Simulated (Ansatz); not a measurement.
Gas-phase electronic energies from Ansatz, PBE0-D4/def2-TZVP geometries. CCSD(T)/CBS is the MP2 limit (def2-TZVPP, def2-QZVPP) plus CCSD(T) − MP2 in def2-TZVPP, frozen cores. Functionals use def2-TZVPP. B3LYP here is the variant with VWN-RPA as its local correlation; programs differ in this. For Ge outer-core shells are correlated without core-valence functions, which leaves a few kJ/mol of doubt a bond. Scalar relativity is left out up to krypton. One conformer a species, not always the lowest.

Consider the redistribution: `CN[BH][AlH2]` + `C[NH][GeH3]` → `CN[BH][GeH3]` + `C[NH][AlH2]`.

| level | ΔE (kJ/mol) | difference from CCSD(T)/CBS |
| --- | --- | --- |
| PBE-D4 | -129.2 | 2.2 |
| r2SCAN-D4 | -135.0 | -3.6 |
| PBE0-D4 | -128.4 | 3.0 |
| B3LYP-D4 | -132.9 | -1.5 |
| ωB97X-V | -126.5 | 4.9 |
| ωB97M-V | -132.0 | -0.6 |
| B2PLYP | -131.7 | -0.3 |
| PBE | -128.2 | 3.2 |
| r2SCAN | -134.7 | -3.3 |
| PBE0 | -127.5 | 3.9 |
| B3LYP | -131.3 | 0.1 |
| HF/def2-TZVPP | -120.3 | 11.1 |
| MP2/def2-TZVPP | -132.8 | -1.4 |
| SCS-MP2/def2-TZVPP | -128.3 | 3.1 |
| CCSD/def2-TZVPP | -128.3 | 3.1 |
| CCSD(T)/def2-TZVPP | -128.7 | 2.7 |
| HF/def2-QZVPP | -120.1 | 11.3 |
| MP2/def2-QZVPP | -134.2 | -2.8 |
| SCS-MP2/def2-QZVPP | -129.4 | 2.0 |
| HF/CBS(def2) | -120.1 | 11.3 |
| MP2/CBS(def2) | -135.4 | -4.0 |
| CCSD/CBS(def2) | -130.9 | 0.5 |
| CCSD(T)/CBS | -131.4 | 0 |

Largest T1 diagnostic among the species: 0.014.

In def2-TZVPP, CCSD(T) changes the Hartree–Fock value by −8.5 kJ/mol (the triples alone add −0.4 kJ/mol) and MP2 by −12.5 kJ/mol.
